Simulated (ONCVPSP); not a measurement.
Varying the ONCV potential for selenium

Base potential:

```
Element                 : selenium
Generator               : ONCVPSP 4.0.1
Type                    : optimised norm-conserving Vanderbilt (ONCV)
Functional              : PBEsol
Relativity              : fully relativistic
Frozen core             : [Ar] 3d10
Valence charge          : 6
Reference configuration : 4s2 4p3.5 (charge +0.5)
Partial waves           : 4s: rc 1.50 bohr, ncon 3, nbas 7, qcut 5 1/bohr, 2 projectors, debl 1.2 Ha; 4p: rc 2.00 bohr, ncon 4, nbas 8, qcut 3.7 1/bohr, 2 projectors, debl 2.7 Ha; d scattering state at 0.45 Ha: rc 1.70 bohr, ncon 4, nbas 9, qcut 5 1/bohr, 2 projectors, debl 3 Ha
Local potential         : polynomial inside 1.10 bohr (lpopt 1, dvloc0 0 Ha)
Core correction         : Teter function, fcfact 5, rcfact 1.3
```

Open shells are filled in proportion to 2j + 1.

All-electron outer shells of the reference configuration (PBEsol, scalar-relativistic, ld1.x):

```
shell  level (eV)  outermost node (bohr)  outermost maximum (bohr)
   3p     -157.76                   0.21                      0.50
   3d      -58.12                      –                      0.45
   4s      -21.91                   0.70                      1.51
   4p      -10.79                   0.74                      1.77
```

Cutoffs, loose and tight: the cutoffs (Ha) at which the residual kinetic energy of the hardest occupied pseudo-wave falls to 1 and 0.1 mHa per electron. They do not see the model core or the augmentation charge, which bear on the density cutoff. Test errors are all-electron minus pseudo excitation energies from the reference, over the configurations 4s2 4p4; 4s2 4p3; 4s2 4p2; 4s0 4p6. A dash means not determined; rows that change the core or the reference have their own tests.

For the base: The cutoffs count occupied waves only; projector 2 of the d channel, the hardest unoccupied one, needs 135 Ha at the loose tolerance.

```json
{"change": "base", "outcome": "generated", "cutoff, loose": "11 Ha", "cutoff, tight": "41 Ha", "bound ghosts": "none", "GHOST(+) flags above zero": "s, d3/2", "largest test error (meV)": "-17"}
{"change": "p: rc 1.9", "outcome": "generated", "cutoff, loose": "11 Ha", "cutoff, tight": "48 Ha", "bound ghosts": "none", "GHOST(+) flags above zero": "s, d3/2", "largest test error (meV)": "-15"}
```

(1) What comes out with this change to the base: scalar-relativistic?

(2) What comes out with this change to the base: core correction none?

(3) What comes out with this change to the base: all radii but the core radius scaled by about 1.13 (s 1.70, p 2.26, d 1.92 bohr); local potential polynomial inside 1.24 bohr (lpopt 1, dvloc0 0 Ha)?

Results:

(1) outcome: generated; cutoff, loose: 11 Ha; cutoff, tight: 41 Ha; bound ghosts: none; GHOST(+) flags above zero: s; largest test error (meV): -21.

(2) outcome: generated; cutoff, loose: 11 Ha; cutoff, tight: 41 Ha; bound ghosts: none; GHOST(+) flags above zero: s, d3/2; largest test error (meV): +34.

(3) outcome: generated; cutoff, loose: 10 Ha; cutoff, tight: 14 Ha; bound ghosts: none; GHOST(+) flags above zero: s; largest test error (meV): -24.
